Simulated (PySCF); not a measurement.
H5BN2, singlet, geometry from GFN2-xTB, with bond 8-6 at 1.8 times its length; PySCF with SA2-CASSCF(4,5)/STO-3G.

The PySCF input:
```python
from pyscf import gto, scf, mcscf
import numpy

mol = gto.Mole()
mol.atom = '''
    B    -0.26479829   -0.27250486   -0.35740732
    H    -0.85980722   -0.88483067   -1.16051127
    N    -0.10521353    1.11142917   -0.51059803
    H    -0.47695394    1.62943800   -1.28449531
    H     0.39432189    1.68597126    0.14536885
    N     0.28527290   -0.92612943    0.75363034
    H     0.80416719   -0.45260188    1.47227294
    H     0.13510788   -2.70168757    1.04081116
'''
mol.basis = 'sto-3g'
mol.verbose = 4
mol.build()

mf = scf.RHF(mol)
mf.kernel()
mc = mcscf.CASSCF(mf, 5, 4)
mc.fix_spin_(ss=0.0)
mc = mc.state_average_([0.5, 0.5])
mc.kernel()
```

**Question.** Predict the main parts of the log of this PySCF run.

**Answer.** 
```
PySCF version 2.14.0

[INPUT] verbose = 4
[INPUT] num. atoms = 8
[INPUT] num. electrons = 24
[INPUT] charge = 0
[INPUT] spin (= nelec alpha-beta = 2S) = 0
[INPUT] symmetry False subgroup None
[INPUT] Mole.unit = angstrom
[INPUT] Symbol           X                Y                Z      unit          X                Y                Z       unit  Magmom
[...]
nuclear repulsion = 67.0621476952144
number of shells = 14
number of NR pGTOs = 60
number of NR cGTOs = 20
basis = sto-3g
ecp = {}

******** <class 'pyscf.scf.hf.RHF'> ********
method = RHF
initial guess = minao
damping factor = 0
level_shift factor = 0
DIIS = <class 'pyscf.scf.diis.CDIIS'>
diis_start_cycle = 1
diis_space = 8
diis_damp = 0
SCF conv_tol = 1e-09
SCF conv_tol_grad = None
SCF max_cycles = 50
direct_scf = True
direct_scf_tol = 1e-13
Set gradient conv threshold to 3.16228e-05
Initial guess from minao.
init E= -134.830385797358
[...]
cycle= 1 E= -134.518228176329  delta_E= 0.312  |g|= 0.445  |ddm|= 3.32
[...]
cycle= 2 E= -134.586646987559  delta_E= -0.0684  |g|= 0.244  |ddm|= 0.97
[...]
cycle= 3 E= -134.606701594939  delta_E= -0.0201  |g|= 0.0384  |ddm|= 0.33
[...]
cycle= 4 E= -134.607411590139  delta_E= -0.00071  |g|= 0.0103  |ddm|= 0.0677
[...]
cycle= 5 E= -134.607472112291  delta_E= -6.05e-05  |g|= 0.00237  |ddm|= 0.0214
[...]
cycle= 6 E= -134.607476779066  delta_E= -4.67e-06  |g|= 0.0007  |ddm|= 0.00565
[...]
cycle= 7 E= -134.607477241158  delta_E= -4.62e-07  |g|= 9.87e-05  |ddm|= 0.00229
[...]
cycle= 8 E= -134.607477247616  delta_E= -6.46e-09  |g|= 1.65e-05  |ddm|= 0.000229
[...]
cycle= 9 E= -134.607477247838  delta_E= -2.22e-10  |g|= 3.17e-06  |ddm|= 4.48e-05
[...]
Extra cycle  E= -134.607477247845  delta_E= -6.76e-12  |g|= 1.3e-06  |ddm|= 5.65e-06
converged SCF energy = -134.607477247845

******** <class 'pyscf.mcscf.addons.StateAverageCASSCF'> ********
CAS (2e+2e, 5o), ncore = 10, nvir = 5
max_cycle_macro = 50
max_cycle_micro = 4
conv_tol = 1e-07
conv_tol_grad = None
orbital rotation max_stepsize = 0.02
orbital rotation threshold for CI restart = 0.01
augmented hessian ah_max_cycle = 30
augmented hessian ah_conv_tol = 1e-12
augmented hessian ah_linear dependence = 1e-14
augmented hessian ah_level shift = 1e-08
augmented hessian ah_start_tol = 2.5
augmented hessian ah_start_cycle = 3
augmented hessian ah_grad_trust_region = 3
kf_trust_region = 3
kf_interval = 4
ci_response_space = 4
ci_grad_trust_region = 3
with_dep4 0
natorb = False
canonicalization = True
sorting_mo_energy = False
ao2mo_level = 2
internal_rotation = False
******** <class 'pyscf.mcscf.addons.StateAverageSpinPenaltyFCISolver'> ********
max. cycles = 50
conv_tol = 1e-08
davidson only = True
linear dependence = 1e-12
level shift = 0.001
max iter space = 12
nroots = 2
pspace_size = 400
spin = None
State-average over 2 states with weights [0.5, 0.5]
CASCI E = -134.604259746293  S^2 = 0.0000000
Set conv_tol_grad to 0.000316228
macro iter   1 ( 21 JK    4 micro), CASSCF E = -134.647336982671  dE = -4.30772364e-02  S^2 = 0.0000000
               |grad[o]|=0.135  |ddm|=0.0806  |maxRot[o]|=0.313
macro iter   2 ( 21 JK    4 micro), CASSCF E = -134.658262892499  dE = -1.09259098e-02  S^2 = 0.0000000
               |grad[o]|=0.0699  |ddm|=0.0408  |maxRot[o]|=0.265
macro iter   3 ( 21 JK    4 micro), CASSCF E = -134.661400042628  dE = -3.13715013e-03  S^2 = 0.0000000
               |grad[o]|=0.0297  |ddm|=0.00841  |maxRot[o]|=0.302
macro iter   4 ( 17 JK    4 micro), CASSCF E = -134.662115771463  dE = -7.15728835e-04  S^2 = 0.0000000
               |grad[o]|=0.0119  |ddm|=0.00393  |maxRot[o]|=0.212
macro iter   5 (  7 JK    2 micro), CASSCF E = -134.662117330132  dE = -1.55866940e-06  S^2 = 0.0000000
               |grad[o]|=0.000561  |ddm|=0.000289  |maxRot[o]|=0.00392
macro iter   6 (  1 JK    1 micro), CASSCF E = -134.662117330484  dE = -3.51548124e-10  S^2 = 0.0000000
               |grad[o]|=2.77e-05  |ddm|=1.39e-05  |maxRot[o]|=    0
1-step CASSCF converged in   6 macro ( 88 JK  19 micro) steps
CASSCF canonicalization
Density matrix diagonal elements [1.74588684 1.49096402 0.75070906 0.00978738 0.0026527 ]
CASSCF energy = -134.662117330484
CASCI E = -134.662117330484  E(CI) = -4.33460837068284  S^2 = 0.0000000
CASCI state-averaged energy = -134.662117330484
CASCI energy for each state
  State 0 weight 0.5  E = -134.704970233473 S^2 = 0.0000000
  State 1 weight 0.5  E = -134.619264427494 S^2 = 0.0000000
```
